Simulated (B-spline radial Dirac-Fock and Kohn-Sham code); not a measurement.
Two-hole binding energies of Eu⁴⁵⁺

System: the Eu⁴⁵⁺ ion, configuration [Ne] 3s2 3p6.

The run's input, task.json:

```json
{"items": [{
  "Z": 63,
  "q": 45,
  "cfg": [[1, 0, 2], [2, 0, 2], [2, 1, 6], [3, 0, 2], [3, 1, 6]],
  "A": 153,
  "rrms": 5.1115,
  "do": ["binding", "quiet", "double"]
}]}
```

Launch: `python xray_run.py task.json out`

These are calculated numbers from a radial finite-basis atomic code; the model is Dirac-Fock energy differences between relaxed states, corrected for Breit and QED terms. U is the two-hole binding energy less the two single-hole energies, the effective repulsion of the holes after relaxation. Each two-hole energy is an average over J within one jj subconfiguration.

| holes | E(a) (eV) | E(b) (eV) | E(ab) (eV) | U (eV) |
| --- | --- | --- | --- | --- |
| 1s⁻² | 51392.1 | 51392.1 | 103967.5 | 1183.2 |
| 1s⁻¹ 2p3/2⁻¹ | 51392.1 | 9768.8 | 61519.8 | 358.9 |
| 1s⁻¹ 3p3/2⁻¹ | 51392.1 | 3822.7 | 55368.4 | 153.6 |
| 2s⁻² | 10835.9 | 10835.9 | 21921.7 | 249.9 |
| 2s⁻¹ 2p1/2⁻¹ | 10835.9 | 10422.0 | 21499.8 | 241.9 |
| 2p1/2⁻² | 10422.0 | 10422.0 | 21146.1 | 302.1 |
| 2s⁻¹ 2p3/2⁻¹ | 10835.9 | 9768.8 | 20838.1 | 233.4 |
| 2p1/2⁻¹ 2p3/2⁻¹ | 10422.0 | 9768.8 | 20463.5 | 272.8 |
| 2s⁻¹ 3p1/2⁻¹ | 10835.9 | 3984.7 | 14957.7 | 137.0 |
| 2p1/2⁻¹ 3s⁻¹ | 10422.0 | 4153.3 | 14708.4 | 133.1 |
| 2p1/2⁻¹ 3p3/2⁻¹ | 10422.0 | 3822.7 | 14381.9 | 137.2 |
| 2p3/2⁻¹ 3s⁻¹ | 9768.8 | 4153.3 | ? | ? |
| 3p1/2⁻² | 3984.7 | 3984.7 | 8079.8 | 110.3 |
| 3p1/2⁻¹ 3p3/2⁻¹ | 3984.7 | 3822.7 | 7909.6 | 102.2 |

Q: Give the missing two-hole energy and U.

A: E(ab) = 14053.7 eV and U = 131.6 eV.
